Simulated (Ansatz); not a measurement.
Ansatz (an electronic-structure program) input (RI-MP2/cc-pVQZ):
A basis named .json is the Basis Set Exchange file of that set.

Ansatz 0.2 input:
```yaml
crystal:
  periodic: [false, false, false]
  atoms:
    - {symbol: C, position_ang: [1.61066222, -0.92367776, -0.86699174]}
    - {symbol: C, position_ang: [0.88579345, -0.35238110, 0.30141020]}
    - {symbol: C, position_ang: [1.67818946, 0.82283419, 0.88635940]}
    - {symbol: C, position_ang: [-0.61833399, -0.00421346, -0.01656568]}
    - {symbol: C, position_ang: [-1.32792665, -1.27122290, -0.51168381]}
    - {symbol: C, position_ang: [-0.71988888, 1.08085344, -1.09382992]}
    - {symbol: C, position_ang: [-1.32360119, 0.47384945, 1.25860631]}
    - {symbol: H, position_ang: [2.27314429, -0.30875635, -1.46177025]}
    - {symbol: H, position_ang: [1.45893178, -1.94591429, -1.18265953]}
    - {symbol: H, position_ang: [0.82736251, -1.13232014, 1.07257817]}
    - {symbol: H, position_ang: [1.21390279, 1.22655701, 1.78516434]}
    - {symbol: H, position_ang: [1.77669033, 1.63338970, 0.16177626]}
    - {symbol: H, position_ang: [2.68502735, 0.49702940, 1.15118244]}
    - {symbol: H, position_ang: [-2.39077464, -1.07550239, -0.66858761]}
    - {symbol: H, position_ang: [-0.91065735, -1.62140147, -1.45613619]}
    - {symbol: H, position_ang: [-1.24169781, -2.08045248, 0.21794512]}
    - {symbol: H, position_ang: [-0.22043768, 0.77007707, -2.01315217]}
    - {symbol: H, position_ang: [-1.76704984, 1.28077902, -1.33153829]}
    - {symbol: H, position_ang: [-0.27325057, 2.02036838, -0.76533581]}
    - {symbol: H, position_ang: [-2.39200477, 0.60258586, 1.07168016]}
    - {symbol: H, position_ang: [-0.93628719, 1.43077353, 1.60831560]}
    - {symbol: H, position_ang: [-1.21226599, -0.25346415, 2.06670908]}
basis:
  gaussian:
    orbitals: cc-pVQZ
    fitting: {mean_field: def2-universal-jkfit, correlation: cc-pVQZ-RIFIT.json}
magnetization: {spin_polarized: true, initial_magnetization: 1}
correlation: {method: mp2, electrons: outside_noble_gas}
```

Output:

```
Functional definition: HF
integrals: 3.49 GiB planned
795 factors; integrals over basis functions are off by at most 3.8e0 eV
3.24 GiB of device memory are held for the factors and their scratch space
mean field: 7.03 GiB planned
mean field evaluation 1: about -7445.4927 eV, gradient 3.4e1 eV
mean field evaluation 2: about -7451.3138 eV, gradient 1.4e1 eV
mean field evaluation 4: about -7452.5084 eV, gradient 1.3e0 eV
mean field evaluation 8: about -7452.5257 eV, gradient 2.7e-6 eV
mean field -7452.52565223 eV, -273.8752662163 hartree, gradient 2.7e-6 eV, S^2 0.763759; 0 other end points of the search recorded, 0 dependent functions left out
7 core orbitals not correlated
1749 factors; their error is unknown
reference -7452.52565223 eV, -273.8752662163 hartree; 22, 21 occupied and 806, 807 virtual orbitals, 1749 factors
second order -35.09415233 eV of doubles, -0.00000000 eV of singles
Total energy: -7487.61980456 eV, -275.1649525265 hartree
```

It need not be the lowest isomer of its formula.
